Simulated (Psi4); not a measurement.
F$_{4}$Sb (SMILES [F][Sb+]([F])([F])[F]), charge +1, singlet, at a GFN2-xTB geometry (core potentials on Sb). Base run: HF/def2-SVP (Psi4).

Geometry (Å):
```xyz
5

Sb     0.0000     0.0000     0.0000
F      1.7872    -0.3036    -0.6279
F     -0.0816     0.8102     1.7370
F     -0.7351     1.1280    -1.3666
F     -0.9705    -1.6347     0.2575
```
Charge +1, spin multiplicity 1.
All else is at Psi4's defaults (density fitting; Cartesian or spherical functions as each basis is defined).

The base run was repeated with changes; each row names its change, and settings that it needs were set with it.

```json
[
 {"change": "base", "basis functions": "82", "E (Eh)": "-636.28712", "core-seconds (rough)": "6"},
 {"change": "basis = def2-SV(P)", "basis functions": "82", "E (Eh)": "-636.28712", "core-seconds (rough)": "6"},
 {"change": "basis = def2-SVPD", "basis functions": "___", "E (Eh)": "___", "core-seconds (rough)": "7"},
 {"change": "basis = def2-TZVPP", "basis functions": "174", "E (Eh)": "-636.84034", "core-seconds (rough)": "9"},
 {"change": "basis = def2-TZVP", "basis functions": "174", "E (Eh)": "-636.84034", "core-seconds (rough)": "10"},
 {"change": "basis = def2-TZVPD", "basis functions": "___", "E (Eh)": "___", "core-seconds (rough)": "10"},
 {"change": "basis = def2-QZVPP", "basis functions": "310", "E (Eh)": "-636.87161", "core-seconds (rough)": "20"},
 {"change": "basis = def2-QZVP", "basis functions": "310", "E (Eh)": "-636.87161", "core-seconds (rough)": "10"}
]
```

Complete the blanks.


- basis = def2-SVPD, basis functions: 124
- basis = def2-SVPD, E (Eh): -636.32878
- basis = def2-TZVPD, basis functions: 216
- basis = def2-TZVPD, E (Eh): -636.84613

Totals compare only among sets that treat the same electrons; sets with core potentials leave the core out.
